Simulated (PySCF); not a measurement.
C2H7BrGe.
SMILES with atom numbers: `[CH3:1][CH2:2][GeH2:3][Br:4]` (hydrogens: H5, H6, H7 on C1; H8, H9 on C2; H10, H11 on Ge3)

Computed with PBE0-D3(BJ)/def2-SVP geometry optimisation, gas phase in PySCF 2.14.0.

Q: What internal coordinates does the optimisation give?

A: 
| bond | length (Å) |
| --- | --- |
| C1–C2 | 1.522 |
| C2–Ge3 | 1.950 |
| Ge3–Br4 | 2.321 |
| C1–H5, C1–H6, C1–H7 | 1.101 |
| C2–H8, C2–H9 | 1.103 |
| Ge3–H10, Ge3–H11 | 1.539 |

Bonds in one row agree within 0.01 Å and their mean is given. A selection of angles:
| angle | degrees |
| --- | --- |
| C2–C1–H5 | 111.6 |
| H5–C1–H6 | 107.4 |
| C1–C2–Ge3 | 113.7 |
| C1–C2–H8 | 111.4 |
| Ge3–C2–H8 | 106.6 |
| H8–C2–H9 | 106.6 |
| C2–Ge3–Br4 | 107.1 |
| C2–Ge3–H10 | 112.7 |
| Br4–Ge3–H10 | 106.2 |
| H10–Ge3–H11 | 111.0 |

Torsions: C1–C2–Ge3–Br4 -62° (synclinal). The mirror-image conformer, all signs reversed, is as good.

Ge3 (germanium bonded to Br, C and 2 H) is tetrahedral (angles from 106.2° to 113.0°).

Point group: C1 (no symmetry element, even within 0.4 Å). No frequency check. One conformer, not necessarily the lowest.
